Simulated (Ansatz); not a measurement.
Input file for Ansatz (a quantum-chemistry and plane-wave program): R-PBE0/def2-TZVPP on GeH4N2 (SMILES [NH2][Ge][NH2]), a point of a torsion scan.

Ansatz 0.2 input:
```yaml
crystal:
  periodic: [false, false, false]
  atoms:
    - {symbol: N, position_ang: [1.28781432, 0.07417838, -0.20936748]}
    - {symbol: Ge, position_ang: [0.39212834, 0.00871862, 1.38725443]}
    - {symbol: N, position_ang: [-1.03015934, -0.92118657, 0.74482787]}
    - {symbol: H, position_ang: [1.22668822, -0.62512237, -0.93379952]}
    - {symbol: H, position_ang: [2.19501411, 0.51288439, -0.26232374]}
    - {symbol: H, position_ang: [-1.15600989, -1.24805940, -0.20067946]}
    - {symbol: H, position_ang: [-1.82071263, -1.19192331, 1.30719316]}
basis:
  gaussian:
    orbitals: def2-TZVPP
hamiltonian:
  xc: {name: PBE0}
scf: {lower_state_search: off}
```

### Question
What total energy does the run end on?

### Answer
-2188.6043 hartree.
